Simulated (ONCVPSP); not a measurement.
# What one change does to a pseudopotential (K (Z = 19), ONCV)

ONCVPSP 4.0.1 input, shortened (lines: element, Z, core and valence counts, functional; n l f; lmax; l rc ep ncon nbas qcut; lloc lpopt rc5 dvloc0; l nproj debl; icmod fcfact rcfact), PBE, scalar-relativistic:

```
  K 19.00    5    1        4      upf
    1    0    2.00
    2    0    2.00
    2    1    6.00
    3    0    2.00
    3    1    6.00
    4    0    1.00
    3
    0    3.35    0.00    4    7    2.00
    1    2.85    0.42    4    7    2.70
    2    3.55    0.16    4    8    2.40
    3    2.85    0.07    5    8    4.10
    1    5    2.85    0.00
    0    2    0.50
    1    0    2.50
    2    1    0.90
    3    2    1.40
    3    3.25    1.25
```

Change: core correction Teter function, fcfact 3.25, rcfact 1.84.

Cutoffs: the cutoffs (Ha) at which the residual kinetic energy of the hardest occupied pseudo-wave falls to 1 and 0.1 mHa per electron; they do not see the model core or the augmentation charge, which bear on the density cutoff. Errors are all-electron minus pseudo energies relative to the spin-unpolarised reference configuration.

Question: What does the change do?

Answer: The potential gets neither clearly harder nor softer (1.3 Ha and 2.0 Ha → 1.3 Ha and 2.0 Ha); the number of tests with a reliable result goes from 2 to 1; neither file shows a bound ghost. A model core, the more so a compact one, raises the density cutoff, which this test does not measure.

```tsv
quantity	base	changed
cutoff, loose	1.3 Ha	1.3 Ha
cutoff, tight	2.0 Ha	2.0 Ha
bound ghosts	none	none
GHOST(+) flags under 300 eV	s at 17.5 eV	s at 17.5 eV
tests with a reliable result	2 of 2	1 of 2
error for 4s0.5, meV [ΔE 1.64 eV]	+8.3	-25
s: phases at 3.39 bohr within 0.05 rad from the reference energy up to (Ha; the scan ends near 5)	0.6	0.6
p: phases at 2.89 bohr within 0.05 rad from the reference energy up to (Ha; the scan ends near 5)	0.8	0.8
d: phases at 3.60 bohr within 0.05 rad from the reference energy up to (Ha; the scan ends near 5)	0.3	0.3
f: phases at 2.89 bohr within 0.05 rad from the reference energy up to (Ha; the scan ends near 5)	2.7	2.7
rms error of d²Exc/dni dnj with the model core, mHa	4.29	6.31
```

Base: The cutoffs count occupied waves only; projector 1 of the d channel, the hardest unoccupied one, needs 17 Ha at the loose tolerance. Changed file: The cutoffs count occupied waves only; projector 1 of the d channel, the hardest unoccupied one, needs 17 Ha at the loose tolerance.
